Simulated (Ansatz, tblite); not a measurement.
Cost and result up the ladder for cyclo-(F2GeSe)2 (Ge₂Se₂F₄) (8 atoms). Total charge 0; singlet. Geometry: r2SCAN-D4/def2-SVP.

Cartesian coordinates in Å:
```
Ge 0.6996 0.4909 -1.1986
F 1.4474 -0.4094 -2.4657
F 0.9818 2.1182 -1.6961
Se -1.5767 -0.0116 -0.9251
Ge -0.6995 -0.4915 1.1984
F -1.4458 0.4136 2.4629
F -0.9844 -2.1169 1.7005
Se 1.5776 0.0066 0.9236
```

Ansatz on 4 threads of Arm Neoverse V2 on a shared host; xTB runs through tblite on one thread. Times are rough, summed over both states, and most runs start from the orbitals of an earlier one. PBE0-D4/def2-SVP serves as the yardstick here, not as an exact answer. The other state is a triplet.

The xTB rows come from tblite.

xTB has no spin-polarisation term.

```json
{"level": "PBE0-D4/def2-SVP", "functions": "184", "vertical triplet (eV)": "3.69", "difference from PBE0-D4/def2-SVP (eV)": "0.00"}
{"level": "GFN1-xTB", "functions": "52", "vertical triplet (eV)": "4.08", "difference from PBE0-D4/def2-SVP (eV)": "0.38"}
{"level": "GFN2-xTB", "functions": "52", "vertical triplet (eV)": "2.59", "difference from PBE0-D4/def2-SVP (eV)": "-1.11"}
{"level": "PBE-D4/def2-SVP", "functions": "184", "vertical triplet (eV)": "3.31", "difference from PBE0-D4/def2-SVP (eV)": "-0.38"}
```

(1) Estimate how long each takes.

Answers

(1) GFN2-xTB 0.013 s; GFN1-xTB 0.016 s; PBE-D4/def2-SVP 8 s; PBE0-D4/def2-SVP 19 s. On shared hardware such times vary by a factor of up to 3.
